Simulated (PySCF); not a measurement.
SMILES [NH3+]c1ccccc1 (charge +1) at its GFN2-xTB optimised geometry (Å):

```
15

N     -1.3844    -1.9580     0.0116
C     -0.6606    -0.6578     0.0000
C     -1.3896     0.5180     0.0000
C     -0.7097     1.7258     0.0005
C      0.6759     1.7434     0.0014
C      1.3910     0.5566     0.0007
C      0.7226    -0.6578     0.0000
H     -1.5840    -2.2543     0.9782
H     -2.2790    -1.8711    -0.4897
H     -0.8114    -2.6854    -0.4374
H     -2.4689     0.5014    -0.0013
H     -1.2659     2.6491    -0.0010
H      1.2002     2.6854     0.0010
H      2.4689     0.5703    -0.0010
H      1.2775    -1.5837    -0.0014
```

Computed with CAM-B3LYP/def2-TZVP (PySCF).

Map of the electron localisation function on the plane z = 0.6 Å:

```
|                             |
|                             |
|                             |
|         :-:    .==:         |
|        =%@%-   +@@%=        |
|       :%@@@*  .#@@@#.       |
|       :%@@@#. :%@@@#.       |
|        +@@@#=-=#@@%-        |
|        .=##**#**##-         |
|         :+*+#%#+*=.         |
|     ::..-*#*##**%*-:-+=.    |
|    =%%#++#%#=-=#%#+*%@@+    |
|    #@@@%**#+. .+#+*%@@@%    |
|   .%@@@%*+*+. .+#+*%@@@#    |
|    +@@%*+#%#=:=#%#+*%@%=    |
|    .-+-:-*%###*#%*-.:--     |
|         .-**%%#+*+:         |
|         .-++*#**##=.        |
|       .:+**=:-=#@@%+        |
|       :+%%#=. :#@@@%.       |
|       -#@@%=.  *@@@%.       |
|       :#@@#=.  :%@%=        |
|       .=#*=:.   :=:         |
|        .::..                |
|                             |
|                             |
|                             |
|                             |
|                             |
```
Scale: ten equal steps from 0.000 (start of ' ') to 0.983 (end of '@'), in the order ' .:-=+*#%@'; x runs from -5.00 to 5.00, y from -5.00 (bottom) to 5.00 (top).
